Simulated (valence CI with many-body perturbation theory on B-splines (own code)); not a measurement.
# E1 line list for Pb76+

Level of theory: relativistic CI+MBPT: four valence electrons over a frozen Dirac-Fock core [He], radial functions for each j: 11 s, 11 p, 9 d, 7 f, 5 g, 2 h, 1 i, with the one-electron correlation potential Σ1, the two-electron term Σ2, the three-electron term Σ3, Breit, model QED; selected CI, second order for the rest (own B-spline code, finite nucleus).

The last digits are not significant, and no measured levels were compared; by estimate large intervals hold to a few tenths of a per cent, small ones and those within an open d or f shell to about a per cent. Among the levels kept, up to 340 cm⁻¹ of a level comes from second order outside the variational space, and about a tenth of that is noise between levels of different J, which matters for small intervals.

Lines 51 to 100 of 244 in falling wavelength, among levels below 17032 eV, chosen from the strongest by gf and those to the six lowest levels. Wavelengths and rates use the calculated energies. Electric multipoles are in the length gauge, E1 and E2 with the static RPA response of the core. Weak lines are less certain than strong ones. Lines between different terms over intervals too small for the method are left out, as are lines whose strength nearly cancels. The highest levels of a list are the least certain.

Levels are named by their leading jj configuration (3d3/2^4 stands for four electrons in 3d with j = 3/2), which in mixed levels can hold well under half, so a name can repeat and another be missing. Letters in brackets count levels of one name in rising energy.

```tsv
λ vac (nm)	Upper	Lower	A (s⁻¹)	S (a.u.)
1.549	(2s 2p1/2 2p3/2 3p3/2) J=2 [d]	(2s 2p1/2 2p3/2 3s) J=2 [c]	1.65e+12	1.51e-02
1.546	(2s^2 2p1/2 3p3/2) J=2	(2s^2 2p1/2 3s) J=1	4.17e+12	3.80e-02
1.541	(2s 2p1/2 2p3/2 3p3/2) J=1 [c]	(2s 2p1/2 2p3/2 3s) J=1 [c]	1.81e+12	9.80e-03
1.537	(2s^2 2p1/2 3p3/2) J=1	(2s^2 2p1/2 3s) J=0	2.89e+12	1.55e-02
1.533	(2s 2p1/2 2p3/2 3p3/2) J=2 [b]	(2s 2p1/2 2p3/2 3s) J=3	9.54e+11	8.49e-03
1.531	(2s 2p1/2^2 3p3/2) J=2	(2s 2p1/2^2 3s) J=1	4.03e+12	3.57e-02
1.528	(2s 2p1/2 2p3/2 3p3/2) J=2 [d]	(2s 2p1/2 2p3/2 3s) J=1 [b]	2.52e+12	2.22e-02
1.524	(2s^2 2p3/2 3p3/2) J=2	(2s^2 2p3/2 3s) J=1	2.29e+12	2.00e-02
1.524	(2s 2p1/2 2p3/2 3p3/2) J=1 [c]	(2s 2p1/2 2p3/2 3s) J=0	2.11e+12	1.10e-02
1.517	(2s 2p1/2 2p3/2 3p3/2) J=2 [a]	(2s 2p1/2 2p3/2 3s) J=2 [a]	1.34e+12	1.16e-02
1.510	(2s 2p1/2 2p3/2 3p3/2) J=1 [d]	(2s 2p1/2 2p3/2 3s) J=1 [b]	2.76e+12	1.41e-02
1.505	(2s^2 2p3/2 3p3/2) J=2	(2s^2 2p3/2 3s) J=2	2.26e+12	1.90e-02
1.505	(2s 2p1/2 2p3/2 3p3/2) J=3 [b]	(2s 2p1/2 2p3/2 3s) J=3	2.18e+12	2.57e-02
1.467	(2s^2 2p3/2 3p3/2) J=0	(2s^2 2p3/2 3s) J=1	5.11e+12	7.97e-03
0.6613	(2s^2 2p3/2^2) J=2	(2s 2p1/2^2 2p3/2) J=1	7.82e+10	5.58e-05
0.6275	(2s^2 2p3/2^2) J=2	(2s 2p1/2^2 2p3/2) J=2	8.92e+10	5.44e-05
0.4744	(2s 2p1/2 2p3/2^2) J=2 [a]	(2s^2 2p1/2 2p3/2) J=1	8.20e+12	2.16e-03
0.4694	(2s 2p1/2 2p3/2^2) J=3	(2s^2 2p1/2 2p3/2) J=2	7.92e+12	2.83e-03
0.4622	(2s 2p3/2^3) J=2	(2s^2 2p3/2^2) J=2	2.59e+13	6.32e-03
0.4610	(2p1/2^2 2p3/2^2) J=2	(2s 2p1/2^2 2p3/2) J=1	2.43e+13	5.88e-03
0.4601	(2p1/2 2p3/2^3) J=1	(2s 2p1/2 2p3/2^2) J=1 [a]	3.77e+13	5.43e-03
0.4586	(2s 2p1/2 2p3/2 3p3/2) J=2 [c]	(2s^2 2p1/2 3p3/2) J=1	3.12e+13	7.42e-03
0.4586	(2p1/2^2 2p3/2 3s) J=1	(2s 2p1/2^2 3s) J=0	1.77e+13	2.53e-03
0.4584	(2p1/2 2p3/2^3) J=2	(2s 2p1/2 2p3/2^2) J=2 [b]	4.73e+13	1.12e-02
0.4579	(2s 2p1/2 2p3/2 3p3/2) J=3 [c]	(2s^2 2p1/2 3p3/2) J=2	3.13e+13	1.04e-02
0.4577	(2p3/2^4) J=0	(2s 2p3/2^3) J=1	1.05e+14	4.98e-03
0.4570	(2s 2p1/2 2p3/2 3d3/2) J=2 [c]	(2s^2 2p1/2 3d3/2) J=2	3.32e+13	7.81e-03
0.4566	(2s 2p1/2 2p3/2 3d3/2) J=1 [d]	(2s^2 2p1/2 3d3/2) J=1	2.90e+13	4.08e-03
0.4565	(2s 2p1/2 2p3/2 3d3/2) J=2 [d]	(2s^2 2p1/2 3d3/2) J=1	3.06e+13	7.19e-03
0.4563	(2s 2p1/2 2p3/2 3p1/2) J=1 [b]	(2s^2 2p1/2 3p1/2) J=1	3.57e+13	5.03e-03
0.4562	(2s 2p1/2 2p3/2 3d3/2) J=3 [c]	(2s^2 2p1/2 3d3/2) J=2	2.96e+13	9.70e-03
0.4562	(2s 2p1/2 2p3/2 3s) J=1 [b]	(2s^2 2p1/2 3s) J=1	2.84e+13	3.99e-03
0.4559	(2s 2p1/2 2p3/2 3p1/2) J=2 [c]	(2s^2 2p1/2 3p1/2) J=1	3.27e+13	7.65e-03
0.4558	(2s 2p1/2 2p3/2 3p1/2) J=1 [c]	(2s^2 2p1/2 3p1/2) J=0	3.44e+13	4.82e-03
0.4554	(2s 2p1/2 2p3/2 3d3/2) J=1 [c]	(2s^2 2p1/2 3d3/2) J=2	3.17e+13	4.43e-03
0.4547	(2s 2p1/2 2p3/2 3p3/2) J=2 [d]	(2s^2 2p1/2 3p3/2) J=2	3.03e+13	7.03e-03
0.4546	(2s 2p1/2 2p3/2 3p3/2) J=1 [c]	(2s^2 2p1/2 3p3/2) J=1	2.25e+13	3.13e-03
0.4545	(2p1/2^2 2p3/2 3p1/2) J=2	(2s 2p1/2^2 3p1/2) J=1	2.50e+13	5.80e-03
0.4544	(2s 2p1/2 2p3/2 3s) J=2 [c]	(2s^2 2p1/2 3s) J=1	3.17e+13	7.34e-03
0.4542	(2s 2p1/2 2p3/2 3s) J=1 [c]	(2s^2 2p1/2 3s) J=0	2.65e+13	3.68e-03
0.4531	(2s 2p1/2 2p3/2^2) J=0	(2s^2 2p1/2 2p3/2) J=1	2.73e+13	1.25e-03
0.4531	(2s 2p1/2 2p3/2 3p3/2) J=1 [d]	(2s^2 2p1/2 3p3/2) J=2	2.12e+13	2.93e-03
0.4529	(2p1/2^2 2p3/2 3s) J=2	(2s 2p1/2^2 3s) J=1	2.48e+13	5.69e-03
0.4518	(2s 2p1/2 2p3/2^2) J=1 [a]	(2s^2 2p1/2 2p3/2) J=2	5.33e+12	7.28e-04
0.4515	(2s 2p1/2^2 2p3/2) J=1	(2s^2 2p1/2^2) J=0	3.51e+13	4.79e-03
0.4505	(2s 2p1/2 2p3/2^2) J=2 [b]	(2s^2 2p1/2 2p3/2) J=2	4.90e+13	1.11e-02
0.4496	(2s 2p1/2 2p3/2^2) J=1 [b]	(2s^2 2p1/2 2p3/2) J=2	2.85e+13	3.84e-03
0.4488	(2s 2p1/2 2p3/2^2) J=1 [a]	(2s^2 2p1/2 2p3/2) J=1	4.85e+13	6.50e-03
0.4484	(2p1/2^2 2p3/2^2) J=0	(2s 2p1/2^2 2p3/2) J=1	5.51e+13	2.45e-03
0.4476	(2s 2p1/2 2p3/2^2) J=2 [b]	(2s^2 2p1/2 2p3/2) J=1	3.83e+12	8.48e-04
```
